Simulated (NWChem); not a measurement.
System: AlSiH4F; SMILES [F][AlH][SiH3]

NWChem printed, in part:

```
             Northwest Computational Chemistry Package (NWChem) 7.3.0
             --------------------------------------------------------

                             Geometry "geometry" -> ""
                             -------------------------

 Output coordinates in angstroms (scale by  1.889725989 to convert to a.u.)

  No.       Tag          Charge          X              Y              Z
 ---- ---------------- ---------- -------------- -------------- --------------
    1 Al                  13.0000     0.53363100     0.73020200    -0.00477000
    2 F                    9.0000    -0.65242600     1.90707300     0.01829400
    3 H                    1.0000     2.02371600     1.27015400     0.00451400
    4 Si                  14.0000    -0.19130600    -1.60794000    -0.01956600
    5 H                    1.0000    -0.35452700    -2.10262600     1.38640900
    6 H                    1.0000     0.82888200    -2.47825300    -0.68681700
    7 H                    1.0000    -1.49938700    -1.78322600    -0.72457800

 Effective nuclear repulsion energy (a.u.)     128.8095501617

  xc_inp: hfexch multiplicative factor not found.

                                 NWChem DFT Module
                                 -----------------

 Summary of "ao basis" -> "ao basis" (spherical)
 ------------------------------------------------------------------------------
       Tag                 Description            Shells   Functions and Types
 ---------------- ------------------------------  ------  ---------------------
 Al                          6-31g*                  8       18   4s3p1d
 F                           6-31g*                  6       14   3s2p1d
 H                           6-31g*                  2        2   2s
 Si                          6-31g*                  8       18   4s3p1d

            General Information
            -------------------
          SCF calculation type: DFT
          Wavefunction type:  closed shell.
          No. of atoms     :     7
          No. of electrons :    40
           Alpha electrons :    20
            Beta electrons :    20
          Charge           :     0
          Spin multiplicity:     1
          Use of symmetry is: off; symmetry adaption is: off
          Maximum number of iterations: 150
          AO basis - number of functions:    58
                     number of shells:    30
          Convergence on energy requested:  1.00D-06
          Convergence on density requested:  1.00D-05
          Convergence on gradient requested:  5.00D-04

              XC Information
              --------------
                     Hartree-Fock (Exact) Exchange  1.000

      Superposition of Atomic Density Guess
      -------------------------------------

 Sum of atomic energies:        -632.04122040

      Non-variational initial energy
      ------------------------------

 Total energy =    -632.394738
 1-e energy   =   -1134.706197
 2-e energy   =     373.501909
 HOMO         =      -0.290415
 LUMO         =      -0.012014

     ---------------------------------------------
      Total Density - Mulliken Population Analysis
     ---------------------------------------------

    Atom       Charge   Shell Charges
 -----------   ------   -------------------------------------------------------
    1 Al  13    11.98   2.00  2.00  5.97  0.84  0.68  0.27  0.13  0.10
    2 F    9     9.74   2.00  0.96  3.53  1.02  2.23  0.01
    3 H    1     1.15   0.47  0.68
    4 Si  14    14.02   2.00  2.00  5.97  1.00  1.81  0.39  0.77  0.08
    5 H    1     1.03   0.46  0.57
    6 H    1     1.04   0.46  0.58
    7 H    1     1.04   0.46  0.58

[...]

                     NWChem Electrostatic Potential Fit Module
                     -----------------------------------------

 Atom parameters

 Number of atoms is                                    7
 Number of basis functions is                         58

 Grid parameters

 Maximum number of grid points is                  38821
 Number of grid points is                          38820
 Grid range                                     0.300000 nm
 Grid spacing                                   0.020000 nm
 Probe radius                                   0.070000 nm
 Atom radius factor                             1.000000

 Atomic radii

    1    0.100000
    9    0.128000
   13    0.195000
   14    0.187000
 FASTESP  F
  using M.O. file = ./job.movecs

    Atom              Coordinates                           Charge

                                                  ESP

    1 Al    0.053363    0.073020   -0.000477    0.924851
    2 F    -0.065243    0.190707    0.001829   -0.471719
    3 H     0.202372    0.127015    0.000451   -0.294690
    4 Si   -0.019131   -0.160794   -0.001957    0.035884
    5 H    -0.035453   -0.210263    0.138641   -0.061338
    6 H     0.082888   -0.247825   -0.068682   -0.081751
    7 H    -0.149939   -0.178323   -0.072458   -0.051238
                                            ------------
                                                0.000000

 Dipole moment                                  0.617776

 Quadrupole moment Qxx                         -2.252127
                   Qyy                         -9.593161
                   Qzz                         11.845288

 RMS deviation kJ/mol                           0.071613

 RRMS %                                        29.141388
```

Level: Hartree-Fock/6-31G* (spherical d). Geometry: optimised at PBE0/def2-SVP.

### Question
Which NWChem input produces such a log?

### Answer
This is not unique; one that fits is the input that was run:
```
start job
memory heap 200 mb stack 900 mb global 1100 mb
geometry units angstroms noautosym nocenter noautoz
  Al     0.533631     0.730202    -0.004770
  F     -0.652426     1.907073     0.018294
  H      2.023716     1.270154     0.004514
  Si    -0.191306    -1.607940    -0.019566
  H     -0.354527    -2.102626     1.386409
  H      0.828882    -2.478253    -0.686817
  H     -1.499387    -1.783226    -0.724578
end
basis spherical
  * library 6-31g*
end
dft
  xc hfexch
  iterations 150
  mulliken
end
task dft energy
esp
  recalculate
  probe 0.07
  range 0.3
  factor 1.0
  spacing 0.02
end
task esp
```
